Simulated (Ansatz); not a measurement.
CS2, triplet, geometry from GFN2-xTB (a higher spin typed on purpose: for a closed-shell molecule this is an excited state); BCCD/pcseg-1 in Ansatz (a quantum-chemistry and plane-wave program).

The Ansatz input:
Ansatz 0.2 input:
```yaml
crystal:
  periodic: [false, false, false]
  atoms:
    - {symbol: S, position_ang: [-1.45879303, 0.08719683, 0.13906637]}
    - {symbol: C, position_ang: [-0.01719280, -0.12418751, -0.58484434]}
    - {symbol: S, position_ang: [1.46524033, -0.04062651, 0.08025026]}
basis:
  gaussian:
    orbitals: pcseg-1.json
magnetization: {spin_polarized: true, initial_magnetization: 2}
correlation: {method: bccd}
```
The basis file holds pcseg-1 in the JSON format of the Basis Set Exchange.

What the program printed (banner, timings and long lists left out):

```
Functional definition: HF
494 factors; integrals over basis functions are off by at most 9.8e-4 eV
mean field evaluation 1: about -22659.6978 eV, gradient 9.3e0 eV
mean field evaluation 2: about -22659.7086 eV, gradient 9.3e0 eV
mean field evaluation 4: about -22660.7922 eV, gradient 2.4e0 eV
mean field evaluation 8: about -22660.8759 eV, gradient 2.2e-1 eV
mean field evaluation 16: about -22660.8425 eV, gradient 7.9e-1 eV
mean field evaluation 32: about -22660.8784 eV, gradient 9.1e-6 eV
mean field evaluation 64: about -22660.3203 eV, gradient 2.1e0 eV
mean field evaluation 96: about -22658.7891 eV, gradient 1.4e-1 eV
mean field evaluation 128: about -22660.5100 eV, gradient 3.9e-3 eV
mean field evaluation 160: about -22656.8319 eV, gradient 7.3e0 eV
mean field evaluation 192: about -22657.1431 eV, gradient 2.6e-2 eV
mean field evaluation 224: about -22658.7898 eV, gradient 7.0e-3 eV
mean field evaluation 256: about -22656.2664 eV, gradient 9.0e0 eV
mean field evaluation 288: about -22657.1436 eV, gradient 4.7e-2 eV
mean field -22660.87835901 eV, -832.7719195986 hartree, gradient 9.3e-6 eV, S^2 2.026599; 9 other end points of the search recorded, 0 dependent functions left out
determinant -22660.87835901 eV, -832.7719195986 hartree, with singles and doubles -22670.97723023 eV, -833.1430462705 hartree
determinant -22660.51000866 eV, -832.7583829730 hartree, with singles and doubles -22670.47988064 eV, -833.1247690105 hartree
determinant -22659.26427148 eV, -832.7126029758 hartree, with singles and doubles -22669.21952229 eV, -833.0784516955 hartree
determinant -22658.78978093 eV, -832.6951657698 hartree, with singles and doubles -22669.02129917 eV, -833.0711671301 hartree
determinant -22660.87835901 eV, -832.7719195986 hartree, with singles and doubles -22670.97809728 eV, -833.1430781343 hartree
determinant -22660.51000866 eV, -832.7583829730 hartree, with singles and doubles -22670.48364588 eV, -833.1249073802 hartree
11 core orbitals not correlated
reference -22660.87835901 eV, -832.7719195986 hartree; 9, 7 occupied and 30, 32 virtual orbitals, 494 factors
second order -9.24438361 eV of doubles, -0.00000000 eV of singles
cycle   1  -10.04349817 eV  change    5.6e-2 eV  update   1.6e-2
cycle   2  -10.05239764 eV  change   -8.9e-3 eV  update   4.7e-3
cycle   3  -10.05315416 eV  change   -7.6e-4 eV  update   2.5e-3
cycle   4  -10.04942488 eV  change    3.7e-3 eV  update   1.3e-3
cycle   5  -10.05037902 eV  change   -9.5e-4 eV  update   6.5e-4
cycle   6  -10.05035170 eV  change    2.7e-5 eV  update   2.6e-4
cycle   7  -10.05026415 eV  change    8.8e-5 eV  update   8.9e-5
cycle   8  -10.05024696 eV  change    1.7e-5 eV  update   3.7e-5
cycle   9  -10.05025141 eV  change   -4.4e-6 eV  update   1.6e-5
WARN: the results are in doubt because among natural orbitals full CI differs from the method by -0.088 eV
Total energy: -22670.92861042 eV, -833.1412595256 hartree
In doubt: among natural orbitals full CI differs from the method by -0.088 eV
```
